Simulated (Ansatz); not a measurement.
The cluster Ge₅H₃. Total charge 0; doublet. Geometry PBE0-D4/def2-SVP.

```xyz
8

Ge   -1.787    0.634   -0.194
Ge   -0.189   -0.099    2.083
Ge    2.128   -0.225   -1.340
Ge    0.075   -1.114   -0.293
Ge    0.292    1.370   -1.318
H     2.173   -0.726   -2.825
H    -1.467   -0.996    2.392
H    -1.226    1.156    1.496
```

At HF/def2-TZVP the charge 0 doublet is spin-contaminated (final ⟨S²⟩ up to 1.20, 0.75 for a pure state). Another isomer (doublet) lies 1.13 eV lower at PBE0-D4/def2-TZVP; other spin states weren't run for this one.

Q: Estimate the α-spin orbital energies around the gap (eV) in Ansatz with HF/def2-TZVP, PBE-D4/def2-TZVP, r2SCAN-D4/def2-TZVP, PBE0-D4/def2-TZVP, r2SCAN0-D4/def2-TZVP.

A: 
| orbital | HF/def2-TZVP | PBE-D4/def2-TZVP | r2SCAN-D4/def2-TZVP | PBE0-D4/def2-TZVP | r2SCAN0-D4/def2-TZVP |
| --- | --- | --- | --- | --- | --- |
| HOMO−5 | -10.86 | -7.14 | -7.47 | -8.24 | -8.46 |
| HOMO−4 | -10.09 | -6.74 | -7.07 | -7.76 | -7.97 |
| HOMO−3 | -9.14 | -6.45 | -6.74 | -7.32 | -7.51 |
| HOMO−2 | -8.48 | -6.05 | -6.33 | -6.90 | -7.08 |
| HOMO−1 | -8.28 | -5.52 | -5.78 | -6.38 | -6.55 |
| HOMO | -7.84 | -4.92 | -5.26 | -5.76 | -6.04 |
| LUMO | -0.09 | -3.84 | -3.83 | -3.19 | -3.17 |
| LUMO+1 | 0.29 | -3.25 | -3.28 | -2.68 | -2.70 |
| LUMO+2 | 1.87 | -1.83 | -1.75 | -1.14 | -1.10 |
| LUMO+3 | 2.47 | -0.98 | -0.78 | -0.28 | -0.17 |
| LUMO+4 | 2.65 | -0.95 | -0.77 | -0.21 | -0.13 |
| LUMO+5 | 2.94 | -0.71 | -0.52 | -0.02 | 0.09 |
| β HOMO | -7.74 | -5.41 | -5.65 | -6.20 | -6.37 |
| β LUMO | -0.63 | -4.36 | -4.29 | -3.74 | -3.66 |
